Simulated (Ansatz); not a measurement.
Br$_{3}$Ge (SMILES [Br][Ge]([Br])[Br]), doublet, geometry from GFN2-xTB; HF/6-31G (Ansatz, an electronic-structure program).

Ansatz was given this input:
Ansatz 0.2 input:
```yaml
crystal:
  periodic: [false, false, false]
  atoms:
    - {symbol: Br, position_ang: [2.09670753, -0.74773372, -0.18227923]}
    - {symbol: Ge, position_ang: [-0.01165126, 0.00697700, 0.73093637]}
    - {symbol: Br, position_ang: [-1.68896558, -1.44229543, -0.23599374]}
    - {symbol: Br, position_ang: [-0.39708937, 2.18365017, -0.25001172]}
basis:
  gaussian:
    orbitals: 6-31G
hamiltonian:
  xc: hf
magnetization: {spin_polarized: true, initial_magnetization: 1}
```

Question: Predict the main parts of the log of this Ansatz run.

Answer: 
```
Functional definition: HF
1045 factors; integrals over basis functions are off by at most 5.4e-4 eV
mean field evaluation 1: about -266431.8422 eV, gradient 1.4e1 eV
mean field evaluation 2: about -266431.8533 eV, gradient 1.4e1 eV
mean field evaluation 4: about -266433.8205 eV, gradient 1.8e0 eV
mean field evaluation 8: about -266433.9001 eV, gradient 1.1e-2 eV
mean field -266433.90007224 eV, -9791.2652322709 hartree, gradient 2.7e-5 eV, S^2 0.770551; 0 other end points of the search recorded, 0 dependent functions left out
reference -266433.90007224 eV, -9791.2652322709 hartree; 69, 68 occupied and 47, 48 virtual orbitals, 1045 factors
Total energy: -266433.90007224 eV, -9791.2652322709 hartree
```
